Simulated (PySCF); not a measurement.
TDDFT excited states: C6H8O

Species: 3-ethylfuran, C6H8O.
Structure used (GFN2-xTB), in Å, numbered top down from 1:
```
atom  x, y, z in Å
C1    -1.965    0.452    0.487
C2    -1.152   -0.264   -0.593
C3     0.300   -0.274   -0.251
C4     1.239    0.767   -0.492
C5     2.422    0.337    0.018
O6     2.290   -0.885    0.557
C7     1.004   -1.248    0.393
H8    -1.622    1.478    0.603
H9    -3.019    0.467    0.221
H10   -1.854   -0.056    1.442
H11   -1.509   -1.290   -0.696
H12   -1.292    0.246   -1.548
H13    1.047    1.699   -0.984
H14    3.394    0.789    0.058
H15    0.714   -2.210    0.764
```

Computed with TDDFT CAM-B3LYP/def2-SVPD, vertical, gas phase, core orbitals frozen in the response in PySCF 2.14.0, density-fitted response routines.

What does the calculation give for the low-lying excited states?

```json
{"state": "S1", "E (eV)": "6.18", "λ (nm)": "200.6", "ν̃ (cm⁻¹)": "49860", "f": "0.138", "main configurations (H = HOMO, L = LUMO)": "H→L (62%), H→L+1 (34%)"}
{"state": "S2", "E (eV)": "6.43", "λ (nm)": "192.7", "ν̃ (cm⁻¹)": "51890", "f": "0.0046", "main configurations (H = HOMO, L = LUMO)": "H→L+1 (56%), H→L (24%), H→L+2 (14%)"}
{"state": "S3", "E (eV)": "6.86", "λ (nm)": "180.6", "ν̃ (cm⁻¹)": "55370", "f": "0.0066", "main configurations (H = HOMO, L = LUMO)": "H→L+2 (34%), H-1→L+1 (18%), H-1→L (15%)"}
{"state": "S4", "E (eV)": "7.04", "λ (nm)": "176.2", "ν̃ (cm⁻¹)": "56760", "f": "0.042", "main configurations (H = HOMO, L = LUMO)": "H→L+2 (30%), H-1→L (22%), H→L+3 (17%)"}
{"state": "S5", "E (eV)": "7.24", "λ (nm)": "171.2", "ν̃ (cm⁻¹)": "58430", "f": "0.022", "main configurations (H = HOMO, L = LUMO)": "H→L+3 (63%), H→L+2 (11%)"}
{"state": "S6", "E (eV)": "7.65", "λ (nm)": "162.2", "ν̃ (cm⁻¹)": "61660", "f": "0.031", "main configurations (H = HOMO, L = LUMO)": "H→L+4 (58%), H→L+3 (9%)"}
{"state": "S7", "E (eV)": "7.68", "λ (nm)": "161.4", "ν̃ (cm⁻¹)": "61960", "f": "0.0086", "main configurations (H = HOMO, L = LUMO)": "H→L+7 (46%), H→L+4 (16%), H→L+6 (14%)"}
{"state": "S8", "E (eV)": "7.82", "λ (nm)": "158.5", "ν̃ (cm⁻¹)": "63100", "f": "0.061", "main configurations (H = HOMO, L = LUMO)": "H-1→L (32%), H-1→L+1 (26%), H→L+5 (22%)"}
```

Triplets (Tamm–Dancoff): T1 4.01 eV, H→L (55%), H→L+1 (35%); T2 5.33 eV, H-1→L (32%), H-1→L+1 (23%), H→L+5 (14%); T3 6.29 eV, H→L+1 (22%), H-1→L (17%), H-1→L+1 (14%).

The lowest singlet lies at 6.18 eV (201 nm, ultraviolet) and is of moderate strength; its leading configuration is HOMO→LUMO (62%). The lowest level is also the most intense of those listed (f = 0.138). Löwdin shares by element: HOMO carbon 81% or more (atoms not listed hold the other 19%); LUMO carbon 35% or more, oxygen 12% (atoms not listed hold the other 53%). The listed states span 1.64 eV, and the widest gap between neighbours is 0.43 eV (S2 to S3). Weighted by f, the mean energy of these states is 6.89 eV. Of the 8 states listed, 5 reach f = 0.01 and none stays under 0.0005. Only the lowest 8 singlets were computed, as vertical energies without vibronic structure.

On one thread, Arm Neoverse V1 (shared host), this took 35 s of wall time.

One conformer stands for the species.
